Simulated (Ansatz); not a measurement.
Basis-set extrapolation for C9H10 (`c1ccc(C2CC2)cc1`) (PBE0-D4/def2-TZVP geometry, frozen core, Ansatz). Multiplicity 1, RHF reference.

|  | def2-TZVPP | def2-QZVPP |
| --- | --- | --- |
| HF | -346.729743 | -346.744401 |
| MP2 correlation | -1.448453 | -1.538613 |
| CCSD(T) correlation | -1.565521 | not run |

Energies in hartree. Use E(X) = E(∞) + A·exp(−7.88·√X) for Hartree–Fock and E(X) = E(∞) + B·X^(−2.97) for correlation, with X = 3 and 4, and add CCSD(T) minus MP2 of the smaller set to the MP2 limit.

Problem. What is the CCSD(T) energy at the basis-set limit?

Solution. HF limit: -346.744401 + (-0.014658) × 0.13774 = -346.74642. MP2 limit: -1.538613 + (-0.090160) × 0.74074 = -1.60540. Higher-order term: -1.565521 − (-1.448453) = -0.11707. Total: -348.46889 hartree, 4.72 eV below CCSD(T)/def2-TZVPP.
